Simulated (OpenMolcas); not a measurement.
**Ir3+: moving the ligands**

Ir3+ with 6 ligands (chloride) in octahedral coordination (Oh) at 2.44 Å. A charge of +0.5 e stands 3.2 Å behind each ligand. Ligand basis ANO-RCC-VDZP.
```
Ir    0.0000    0.0000    0.0000
Cl    2.4400    0.0000    0.0000
Cl    0.0000    2.4400    0.0000
Cl   -2.4400    0.0000    0.0000
Cl    0.0000   -2.4400    0.0000
Cl    0.0000    0.0000    2.4400
Cl    0.0000    0.0000   -2.4400
```

```json
{
 "Program": "OpenMolcas 26.06",
 "Method": "CASSCF",
 "Basis": "ANO-RCC-VDZP [7s6p4d2f]",
 "Scalar Hamiltonian": "DKH2, point nucleus",
 "Active space": "6 electrons in 5 orbitals (5d)",
 "State averaging": "2S+1 = 5 even, 5 roots; 2S+1 = 3 even, 45 roots; 2S+1 = 1 even, 50 roots",
 "Spin-orbit coupling": "state interaction with AMFI integrals over the reference wave functions"
}
```

Runs around this geometry, states (labels of O, the rotations of Oh). Energies in cm-1 above the lowest state or level, χT in cm3 K/mol; 10Dq and B are least-squares fits to the states below 45000 cm-1, weighted by degeneracy, with a free offset, and given where the rms deviation is under 5 % of |10Dq| (or 100 cm-1) and under 700 cm-1.

| R (Å) | Ground state | First state of that spin | 10Dq | B (rms of fit) | First gap with spin-orbit (degeneracies) | χT at 300 K | First state of another spin |
| --- | --- | --- | --- | --- | --- | --- | --- |
| 2.34 | 1A1 | 1T1 20145 | 22851 | 567 (406) | 13328 (1, 2) | 0.026 | 3T1 15120 |
| 2.44 | 1A1 | 1T1 15828 | 18752 | 579 (464) | 8625 (1, 2) | 0.047 | 3T1 10391 |
| 2.52 | 1A1 | 1T1 12970 |  |  | 5554 (1, 2) | 0.084 | 3T1 7258 |

Taking the first state of the same spin as R^-n, n = -ln(12970 / 20145) / ln(2.52 / 2.34) = 5.9 between the shortest and longest distance.

Without dynamic correlation the repulsion within the d shell is too large (B by tens of per cent), so at a given field states of lower spin stand too high. With metal d orbitals alone the field can be off either way by tens of per cent. Ligand-to-metal charge-transfer states are missing. With no ligand orbital active B as a rule stays too high, so bands that hang on it stand too high and its fall with covalency is understated. The least metal-like active orbital is 67 % on the metal (Löwdin) and no ligand orbital is active, so the numbers are rough, and ground spin, moment and any spin crossover can be artefacts of this space; highly charged d ions in such sites are as a rule low spin (holds for R = 2.34). This shell can be high or low spin here, a state of another spin lies low, and with metal d orbitals alone active their balance is uncertain, so the ground spin may be wrong, although the usual error favours high spin (holds for R = 2.44; R = 2.52). The least metal-like active orbital is 70 % on the metal (Löwdin) and no ligand orbital is active, so the numbers are rough, and ground spin, moment and any spin crossover can be artefacts of this space; highly charged d ions in such sites are as a rule low spin (holds for R = 2.44). Spin-orbit coupling mixes the spin-free states strongly: the lowest level takes only 58 % from its leading state, 1A1 (holds for R = 2.52). The least metal-like active orbital is 72 % on the metal (Löwdin) and no ligand orbital is active, so the numbers are rough (holds for R = 2.52). No measured value stands beside these numbers; the geometry is a model, was not optimised and need not be the one that this ion takes.
